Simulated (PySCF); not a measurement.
Computed structure and properties of [TaO2Cl2]−

System: [TaO2Cl2]− (singlet); start: template (C2v). Method: PySCF 2.14.0, RKS BP86, Ta def2-SVP with ECP60, O def2-SVP, Cl def2-SVP; non-relativistic Hamiltonian with scalar-relativistic core potentials where named; density fitting; no spin-orbit coupling.

Input of the relaxation:

```python
mol = gto.M(atom='''
Ta     0.00000     0.00000     0.22511
O      0.89720     0.89720     1.12231
O     -0.89720    -0.89720     1.12231
Cl     1.32090    -1.32090    -1.09579
Cl    -1.32090     1.32090    -1.09579''',
    basis={'Ta': 'def2-SVP', 'O': 'def2-SVP', 'Cl': 'def2-SVP'},
    ecp={'Ta': 'def2-SVP'},
    charge=-1, spin=0)
mf = dft.RKS(mol, xc='B88,P86')
mf.grids.atom_grid = (50, 194)
mf = mf.density_fit()  # fitting sets: Ta def2-universal-JKFIT, O def2-universal-JKFIT, Cl def2-universal-JKFIT
mf.conv_tol = 1e-08; mf.max_cycle = 55
mf.kernel(dm0)  # dm0: converged density of the start geometry
# quasi-Newton relaxation in Cartesian coordinates to a largest gradient under 0.00045 Eh/bohr, steps kept in the point group
```

Run from Python with OMP_NUM_THREADS=2; the lines above give its settings. Where DIIS fails, smearing, a level shift and second-order steps follow.
It took 32 s on 2 threads of Arm Neoverse N1, on a shared host, from the converged density of the start.

Course of the relaxation:

| step | energy above end (eV) | largest force component within the symmetry (eV/Å) |
| --- | --- | --- |
| 0 | 3.6756 | 19.964 |
| 1 | 0.2900 | 4.277 |
| 2 | 0.0376 | 1.461 |
| 3 | 0.0024 | 0.196 |
| 4 | 0.0003 | 0.028 |
| 5 | 0.0000 | 0.031 |
| 6 | 0.0000 | 0.008 |

Relaxed geometry (C2v):

```xyz
5

Ta    0.0000    0.0000    0.1611
O     1.0043    1.0043    1.2226
O    -1.0043   -1.0043    1.2226
Cl    1.4215   -1.4215   -1.1640
Cl   -1.4215    1.4215   -1.1640
```

```csv
contact,Å
Ta1–O2 (O),1.773
Ta1–O3 (O),1.773
Ta1–Cl4 (Cl),2.408
Ta1–Cl5 (Cl),2.408
```

On the finer grid (75, 302):

| Quantity | Value |
| --- | --- |
| HOMO | -1.58 eV |
| LUMO | 2.61 eV |
| Dipole about the centre of mass | 2.06 D |
| Set of Mulliken populations of Ta1 outside the core potential | s 2.46, p 6.50, d 3.33, f 0.16 |
| D3(BJ) dispersion energy (not in the energies) | -0.295 eV |

| atom | Mulliken (e) | Löwdin (e) | spin (e) |
| --- | --- | --- | --- |
| Ta1 | 0.55 | -0.50 | 0.00 |
| O2 | -0.40 | -0.21 | 0.00 |
| O3 | -0.40 | -0.21 | 0.00 |
| Cl4 | -0.38 | -0.04 | 0.00 |
| Cl5 | -0.38 | -0.04 | 0.00 |

On the grid (50, 194), as all that follows. Harmonic modes: a minimum; lowest 100 cm⁻¹ (negative: unstable), highest 915 cm⁻¹, zero-point energy 0.208 eV.

Rigid scan of O along the line from its metal:

(distance to O2 (Å), energy (eV)): (1.47, 3.306), (1.57, 1.221), (1.67, 0.254), (1.77, 0.000), (1.87, 0.184), (1.97, 0.630), (2.17, 1.878), (2.47, 3.858), (2.87, 5.973), (3.37, 7.656)

Taking off one Cl (charge -1, singlet; the rest: singlet) in vacuum, both parts rigid, costs 5.50 eV; the small basis without counterpoise inflates it.

Rigid scan of Cl along the line from its metal:

| distance to Cl4 (Å) | energy (eV) |
| --- | --- |
| 2.11 | 0.830 |
| 2.21 | 0.317 |
| 2.31 | 0.067 |
| 2.41 | 0.000 |
| 2.51 | 0.051 |
| 2.61 | 0.182 |
| 2.81 | 0.570 |
| 3.11 | 1.245 |
| 3.51 | 2.053 |
| 4.01 | 2.799 |

One start shape was tried, so this needn't be the lowest isomer.
